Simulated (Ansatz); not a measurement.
Species: CH₅BN, charge 0, doublet. CH5BN (SMILES BN[CH2], doublet).
B3LYP-D3(BJ)/def2-TZVP minimum from Ansatz (a quantum-chemistry and plane-wave program):
```
N
H 1 1.0108
C 1 1.3710 2 114.00
H 3 1.0773 1 119.71 2 0.00
H 3 1.0774 4 121.90 1 180.00
B 1 1.4095 2 117.64 3 -180.00
H 6 1.1900 1 118.13 2 0.00
H 6 1.1912 7 123.32 1 180.00
```
Charge 0, spin multiplicity 2.

Total energies in hartree (Ansatz). Radicals and triplets start from unrestricted determinants; spin-orbit coupling is neglected. Correlated methods leave the cores frozen. No relativity. For partners of very few electrons the exact lower level stands in for a higher one.

| species | HF/cc-pVTZ | CCSD(T)/cc-pVTZ | HF/cc-pVQZ | CCSD(T)/cc-pVQZ | CCSD(T)/cc-pVDZ | CCSDT(Q)/cc-pVDZ |
|---|---|---|---|---|---|---|
| 1: CH5BN (SMILES N([CH2])B, doublet) | -119.93956 | -120.45774 | -119.94811 | -120.49341 | -120.33253 | -120.33431 |
| 2: B (doublet) | -24.53207 | -24.59810 | -24.53297 | -24.60084 | -24.58941 | -24.58977 |
| 3: H (doublet) | -0.49981 | -0.49981 | -0.49995 | -0.49995 | -0.49928 | -0.49928 |
| 4: N (quartet) | -54.40069 | -54.51471 | -54.40372 | -54.52482 | -54.47850 | -54.47866 |
| 5: C (triplet) | -37.69157 | -37.78076 | -37.69331 | -37.78654 | -37.76038 | -37.76071 |

### Question
Work out the atomisation energy (electronic, to ground-state atoms) in kcal/mol: take Hartree-Fock from cc-pVQZ, extrapolate the CCSD(T) correlation energy as X^-3 (X = 3, 4), and add CCSDT(Q) - CCSD(T) in cc-pVDZ. 1 hartree = 627.51 kcal/mol.

### Answer

Species 1: correlation (64·(-0.54530) - 27·(-0.51818))/37 = -0.56509; step -0.00178; E1 = -119.94811 + (-0.56509) + (-0.00178) = -120.51498
Species 2: correlation (64·(-0.06787) - 27·(-0.06603))/37 = -0.06921; step -0.00036; E2 = -24.53297 + (-0.06921) + (-0.00036) = -24.60254
Species 3: correlation (64·(0.00000) - 27·(0.00000))/37 = 0.00000; step +0.00000; E3 = -0.49995 + (0.00000) + (+0.00000) = -0.49995
Species 4: correlation (64·(-0.12110) - 27·(-0.11402))/37 = -0.12627; step -0.00016; E4 = -54.40372 + (-0.12627) + (-0.00016) = -54.53015
Species 5: correlation (64·(-0.09323) - 27·(-0.08919))/37 = -0.09618; step -0.00033; E5 = -37.69331 + (-0.09618) + (-0.00033) = -37.78982
-1·E1 +1·E2 +5·E3 +1·E4 +1·E5 = 1.09272 hartree = 685.7 kcal/mol.
